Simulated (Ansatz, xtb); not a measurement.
## Relative energy of two isomers of B2F4H4N2

Structure I: `[NH3+][B-](F)(F)[NH+]=[B-](F)F`, a singlet. Structure II: `[NH2+]=[B-](F)[NH2+][B-](F)(F)F`, a singlet. Both are isolated molecules in the gas phase, relaxed with PBE0-D4/def2-SVP; the shapes shown needn't be the lowest conformers.

I (Å):

```tsv
atom	x (Å)	y (Å)	z (Å)
B	-0.4104	-0.7558	0.0869
B	1.7400	0.5012	-0.6354
F	-1.6645	-0.9492	-0.4487
F	0.0632	-1.8663	0.7540
F	2.6123	0.8676	-1.5688
F	2.0652	0.8382	0.6343
N	-0.6232	0.3441	1.3021
N	0.5395	-0.1394	-0.8997
H	-1.1486	1.1542	0.9735
H	-1.1280	-0.0923	2.0745
H	0.2957	0.6564	1.6293
H	0.3329	-0.3509	-1.8694
```

II (Å):

```yaml
atoms:
  - { symbol: B, position_ang: [-1.6739, 0.3314, 1.2608] }
  - { symbol: B, position_ang: [0.6354, -0.2145, 0.1512] }
  - { symbol: F, position_ang: [-2.3572, -0.2952, 2.2145] }
  - { symbol: F, position_ang: [1.9398, -0.2620, 0.5453] }
  - { symbol: F, position_ang: [0.0567, -1.4367, -0.0523] }
  - { symbol: F, position_ang: [0.3975, 0.6869, -0.8673] }
  - { symbol: N, position_ang: [-2.2633, 0.8931, 0.1474] }
  - { symbol: N, position_ang: [-0.1884, 0.4349, 1.4546] }
  - { symbol: H, position_ang: [-1.6919, 1.2147, -0.6263] }
  - { symbol: H, position_ang: [-3.2536, 0.8135, -0.0381] }
  - { symbol: H, position_ang: [0.1170, -0.0487, 2.3005] }
  - { symbol: H, position_ang: [0.1272, 1.4039, 1.5234] }
```

Q: Which of the two would you expect CCSD(T)/def2-SVP + ΔMP2/def2-TZVPP electronic energies to favour?

A: CCSD(T)/def2-SVP + ΔMP2/def2-TZVPP gives E(II) − E(I) = +8.02 kJ/mol, slightly favouring structure I, which is too small a margin to settle the true order.

How the difference moves with the method:

| level | geometry | E(II) − E(I) (kJ/mol) | departure from the last row (kJ/mol) | job, with rough time for the two |
| --- | --- | --- | --- | --- |
| GFN2-xTB | GFN2-xTB | +0.35 | −7.67 | optimisation, 0.22 s |
| HF/STO-3G | GFN2-xTB | +14.59 | +6.57 | single point, 1.1 s |
| r2SCAN-D4/def2-SVP | GFN2-xTB | +6.89 | −1.13 | single point, 5.8 s |
| PBE0-D4/def2-SVP | PBE0-D4/def2-SVP | +7.69 | −0.33 | optimisation, 85 s |
| HF/def2-SVP | PBE0-D4/def2-SVP | +6.19 | −1.83 | part of the CCSD(T) run |
| MP2/def2-SVP | PBE0-D4/def2-SVP | +7.04 | −0.98 | part of the CCSD(T) run |
| CCSD(T)/def2-SVP | PBE0-D4/def2-SVP | +6.34 | −1.68 | single point |
| CCSD(T)/def2-SVP + ΔMP2/def2-TZVPP | PBE0-D4/def2-SVP | +8.02 |  | single point, 2.5 min |

As drawn, both hold the same kinds of bond in the same numbers.

GFN2-xTB finds them nearly level. The largest departure from CCSD(T)/def2-SVP + ΔMP2/def2-TZVPP is that of GFN2-xTB, 7.67 kJ/mol. The last row adds to CCSD(T) the change of the MP2 difference between the two basis sets, here +1.68 kJ/mol.

With thermal terms from frequencies at re-optimised GFN2-xTB minima (ideal gas, soft modes damped towards free rotors, one conformer each, 298.15 K, 1 atm): the zero-point term adds −0.45 kJ/mol; ΔH is +7.11 and ΔG +8.22 kJ/mol.

The correlated steps freeze 8 core orbitals. Codes used: Ansatz 0.2.0, xtb 6.7.1; the last row on 2 threads of Arm Neoverse V1 on a shared host.
